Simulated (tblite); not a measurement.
A tight-binding relaxation on `FC(F)=C(BCB(F)Br)F`.

Computed with GFN2-xTB geometry optimisation, gas phase (tblite 0.8.0). Start geometry: from a force field or distance geometry. The command runs a driver script over a list of jobs; the input below is this job's line of settings and its coordinates in Å.

Command:
```bash
OMP_NUM_THREADS=1 python probes_run.py task.json out
```

Input:
```
{"job": {"kind": "relax", "xc": "GFN2-xTB", "basis": "xTB"}, "charge": 0, "multiplicity": 1}
F      3.552000     0.810900    -0.816600
B      2.548800     0.051000    -0.069700
Br     2.721200    -1.961000     0.082100
C      1.127500     0.734300     0.075000
B     -0.075700    -0.273700    -0.173700
C     -1.558100     0.186600    -0.236700
F     -1.848500     1.397600     0.327700
C     -2.529200    -0.510100    -0.785200
F     -2.377800    -1.714900    -1.376600
F     -3.780400     0.037400    -0.742900
H      1.062100     1.663000    -0.486300
H      1.034200     0.988000     1.168800
H      0.119600    -1.408600     0.155100
```

Problem. Give the output.

Solution. 
```
step      E/eV     max force
  0    -909.77886    3.637
  1    -910.22848    2.301
  2    -910.38458    5.362
  3    -910.60660    1.025
  4    -910.68143    0.676
  5    -910.72508    0.556
  6    -910.74228    0.508
  7    -910.78215    0.328
  8    -910.79228    0.349
  9    -910.81156    0.289
... (128 lines left out)
138    -911.03505    0.084
139    -911.03574    0.059
140    -911.03613    0.047
141    -911.03635    0.029
142    -911.03640    0.060
143    -911.03648    0.014
144    -911.03651    0.017
145    -911.03654    0.017
146    -911.03656    0.014
147    -911.03657    0.006
```

«max force» is the largest atomic force in eV/Å.

Problem. From which step on does the largest force stay under 0.1 eV/Å, and how much energy is left to gain from there?

Solution. From step 94 (0.095 eV/Å), 13.5 meV above the end.

In short: energy lowered by 29.0 kcal/mol over 147 steps; largest atomic force 0.006 eV/Å at the end.

Problem. Give the final coordinates.

Solution. 0.899 Å rms from the input after alignment:
```
atom  x, y, z in Å
F1     2.2870    0.9308   -1.4854
B2     2.2202    0.1810   -0.4088
Br3    3.4777   -1.2043   -0.2884
C4     1.1018    0.4250    0.6809
B5    -0.1615   -0.4249    0.2856
C6    -1.3024    0.2560   -0.5023
F7    -1.2174    1.5777   -0.7990
C8    -2.4178   -0.3528   -0.9298
F9    -2.6680   -1.6323   -0.7304
F10   -3.4083    0.2049   -1.5967
H11    0.8605    1.4888    0.7067
H12    1.4737    0.1124    1.6574
H13   -0.2499   -1.5618    0.5311
```

Problem. Estimate the wall time. Hardware: one thread of an Arm Neoverse N1 (shared host).

Solution. About 1.9 s.
Labels such as C1 count atoms from 1, the log's own numbers from 0.
